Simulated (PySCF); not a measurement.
Gas-phase reaction: 4 GeF3 + Cl2 ⇌ GeCl2 + 3 GeF4

Method: PySCF energies plus ideal-gas RRHO corrections (1 bar). † marks an energy on the PBE0/def2-TZVP geometry and frequencies; other levels use their own. MP2 and CCSD(T) freeze the core. 6-31G* has spherical d functions here. Open shells (unrestricted): GeF3 (multiplicity 2); the rest are closed-shell singlets. Ge: all electrons, no relativistic terms. GeF3: computed as isolated molecules; such fragments, hydroxides, amides, oligomers or adducts are transient or little studied in the gas. MP2 isn't extrapolated to the basis-set limit. CCSD(T) isn't extrapolated to the basis-set limit.

```csv
level,"ΔH°(298 K), kJ"
CCSD(T)/def2-TZVPP†,-816
HF/6-31G*,[?]
M06-2X/def2-TZVP†,[?]
MP2/def2-SVP†,-827
PBE0/def2-QZVP†,-736
PBE0/def2-TZVP,[?]
LDA/def2-TZVP†,-759
ωB97M-V/def2-TZVP†,[?]
ωB97X-V/def2-TZVP†,-779
```

Question: Fill in the missing entries.

Answer: 
- HF/6-31G*, ΔH°(298 K), kJ: -714
- M06-2X/def2-TZVP†, ΔH°(298 K), kJ: -775
- PBE0/def2-TZVP, ΔH°(298 K), kJ: -739
- ωB97M-V/def2-TZVP†, ΔH°(298 K), kJ: -763
